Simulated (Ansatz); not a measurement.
Ideal-gas functions of CHFSSe, SMILES `FC(S)=[Se]` at 800 K and 1 bar, from an Ansatz frequency run at PBE0-D4/def2-TZVP.

Molar mass 143.04 g/mol, point group Cs (symmetry number 1), electronic degeneracy 1, moments of inertia 71.07, 242.793, 313.863 u Å². Harmonic wavenumbers (cm⁻¹, unscaled): 233, 316, 374, 509, 549, 909, 1050, 1209, 2670.

Use S(trans) = R[1.5 ln M + 2.5 ln T − 1.1517]; rotational temperatures θ = 24.2544 K / I; S(rot) = R[ln(√π/σ · √(T³/θAθBθC)) + 1.5]; for each mode x = 1.438777 ν̃/T, S = R[x/(eˣ − 1) − ln(1 − e⁻ˣ)] and H = RT x/(eˣ − 1); 1 cm⁻¹ = 0.0119627 kJ/mol; R = 8.31446 J/(mol·K).

Question: By hand: the entropy, in J/(mol·K).

Answer: Translation 191.3. Rotation: θ = 0.3413, 0.0999, 0.0773 K, giving 125.3. Vibration, mode by mode: 15.61, 13.12, 11.77, 9.33, 8.75, 5.10, 4.16, 3.32, 0.40, in all 71.6. Electronic 0.0. Sum 388.2 J/(mol·K).

Question: By hand: H − E and G − E in kJ/mol, counted from the electronic energy.

Answer: Zero-point energy ½ × 7819 × 0.0119627 = 46.8; thermal vibration 29.9; translation, rotation and pV give 4 RT = 26.6. H − E = 103.3 kJ/mol, and G − E = 103.3 − 800 × 388.2/1000 = -207.3 kJ/mol.

Vibration gives 18 % of the entropy. The sum counts one conformer and one mirror image; others add a mixing term.
